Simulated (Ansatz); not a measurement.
Cl5Si2 (SMILES Cl[Si](Cl)[Si](Cl)(Cl)Cl), doublet, geometry from GFN2-xTB; Ansatz (a first-principles code) with HF/cc-pVDZ.

The Ansatz input:
Ansatz 0.2 input:
```yaml
crystal:
  periodic: [false, false, false]
  atoms:
    - {symbol: Cl, position_ang: [1.92244881, -1.90832571, -0.82010059]}
    - {symbol: Si, position_ang: [1.35516226, 0.01986058, -0.53632054]}
    - {symbol: Cl, position_ang: [2.56557939, 0.78134476, 0.90420712]}
    - {symbol: Si, position_ang: [-0.88689246, 0.19528931, 0.02396448]}
    - {symbol: Cl, position_ang: [-1.64091265, -0.72905730, 1.66875770]}
    - {symbol: Cl, position_ang: [-1.28936674, 2.17107244, 0.23250544]}
    - {symbol: Cl, position_ang: [-1.94338279, -0.49221647, -1.56342937]}
basis:
  gaussian:
    orbitals: cc-pVDZ
    fitting: {mean_field: cc-pVTZ-JKFIT}
hamiltonian:
  xc: hf
magnetization: {spin_polarized: true, initial_magnetization: 1}
```

Output, abridged:

```
Functional definition: HF
847 factors; integrals over basis functions are off by at most 6.0e-2 eV
mean field evaluation 1: about -78246.3463 eV, gradient 1.9e1 eV
mean field evaluation 2: about -78248.2972 eV, gradient 1.1e1 eV
mean field evaluation 4: about -78249.1640 eV, gradient 6.6e-1 eV
mean field evaluation 8: about -78249.1793 eV, gradient 2.1e-5 eV
mean field -78249.17930795 eV, -2875.6043003686 hartree, gradient 2.1e-5 eV, S^2 0.758664; 0 other end points of the search recorded, 0 dependent functions left out
reference -78249.17930795 eV, -2875.6043003686 hartree; 57, 56 occupied and 69, 70 virtual orbitals, 847 factors
Total energy: -78249.17930795 eV, -2875.6043003686 hartree
```
